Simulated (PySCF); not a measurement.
Field gradients from PBE0/pcSseg-1 densities (PySCF, non-relativistic) at GFN2-xTB geometries, isolated species, one conformer each; χzz is the principal value of largest magnitude, with Q(14N) = 0.02044 b. GFN2-xTB bond lengths can be off by several hundredths of an ångström, more for odd bonds, and the gradients follow them. With a basis this small, the couplings can be 20 % off.

Problem. Rank these 14N sites by the size of the quadrupole coupling, smallest first.
A. N7 (silicon-bound nitrogen) in `[CH3:1][NH:2][Si@H:3]1[N:4]=[CH:5][CH2:6][N:7]1[CH3:8]`
B. The secondary amine nitrogen of `C=CC[C@@](C)(NC)[SiH2]C`
C. N4 (silicon-bound nitrogen) in `[CH:1]#[C:2][CH2:3][NH:4][Si@H:5]([NH2:6])[NH:7][CH3:8]`

Solution. C (4.964 MHz), A (5.289 MHz), B (6.036 MHz).

All sites together:

```
nucleus                                                                                    site  Vzz (au)     η  χzz (MHz)
    14N                                 the secondary amine nitrogen of C=CC[C@@](C)(NC)[SiH2]C    -1.257  0.15     -6.036
    14N   N7 (silicon-bound nitrogen) in [CH3:1][NH:2][Si@H:3]1[N:4]=[CH:5][CH2:6][N:7]1[CH3:8]    -1.101  0.44     -5.289
    14N  N4 (silicon-bound nitrogen) in [CH:1]#[C:2][CH2:3][NH:4][Si@H:5]([NH2:6])[NH:7][CH3:8]    -1.034  0.48     -4.964
```
